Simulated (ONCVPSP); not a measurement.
Before and after: ONCV potential for gallium

gallium, optimised norm-conserving Vanderbilt (ONCV), made with ONCVPSP 4.0.1 (PBE, scalar-relativistic). Core [Ne], reference 3s2 3p6 3d10 4s1.5 4p1.5. Waves: 3s+4s: rc 0.95 bohr, ncon 4, nbas 8, qcut 10 1/bohr, 3 projectors, debl 2 Ha; 3p+4p: rc 1.25 bohr, ncon 4, nbas 8, qcut 13.5 1/bohr, 2 projectors; 3d: rc 1.30 bohr, ncon 4, nbas 9, qcut 10.2 1/bohr, 1 projector. Local part: polynomial inside 0.65 bohr (lpopt 4, dvloc0 0 Ha). Core correction: none.

All-electron outer shells of the reference configuration (PBE, scalar-relativistic, ld1.x):

```
shell  level (eV)  outermost node (bohr)  outermost maximum (bohr)
   2s    -1263.28                   0.07                      0.18
   2p    -1099.80                      –                      0.15
   3s     -149.12                   0.27                      0.56
   3p      -99.85                   0.24                      0.56
   3d      -20.12                      –                      0.53
   4s       -9.52                   0.81                      1.87
   4p       -2.98                   0.87                      2.50
```

Change: d: rc 1.54.

Cutoffs: the cutoffs (Ha) at which the residual kinetic energy of the hardest occupied pseudo-wave falls to 1 and 0.1 mHa per electron; they do not see the model core or the augmentation charge, which bear on the density cutoff. Errors are all-electron minus pseudo energies relative to the spin-unpolarised reference configuration.

Q: Predict the effect on cutoff, ghosts and configuration errors.

A: The potential gets neither clearly harder nor softer (54 Ha and 168 Ha → 54 Ha and 168 Ha); of the 4 tests that both files solve, the error grows in 2 and shrinks in 0 by more than 15 % and 0.3 meV (median size 0.5 → 1.3 meV); neither file shows a bound ghost.

| quantity | base | changed |
| --- | --- | --- |
| cutoff, loose | 54 Ha | 54 Ha |
| cutoff, tight | 168 Ha | 168 Ha |
| loose cutoff by channel | s 47 Ha, p 54 Ha, d 50 Ha | s 47 Ha, p 54 Ha, d 43 Ha |
| bound ghosts | none | none |
| GHOST(+) flags under 300 eV | none | none |
| error for 3s2 3p6 3d10 4s2 4p1, meV [ΔE -3.23 eV] | +0.3 | +0.1 |
| error for 3s2 3p6 3d10 4s2 4p0, meV [ΔE 2.46 eV] | -0.2 | -0.3 |
| error for 3s2 3p6 3d10 4s1 4p0, meV [ΔE 23.59 eV] | -0.7 | -2.4 |
| error for 3s2 3p6 3d9 4s2 4p1, meV [ΔE 24.47 eV] | +121 | +230 |
| s: phases at 0.97 bohr within 0.05 rad from the reference energy up to (Ha; the scan ends near 5) | to the end of the scan | to the end of the scan |
| p: phases at 1.27 bohr within 0.05 rad from the reference energy up to (Ha; the scan ends near 5) | to the end of the scan | to the end of the scan |
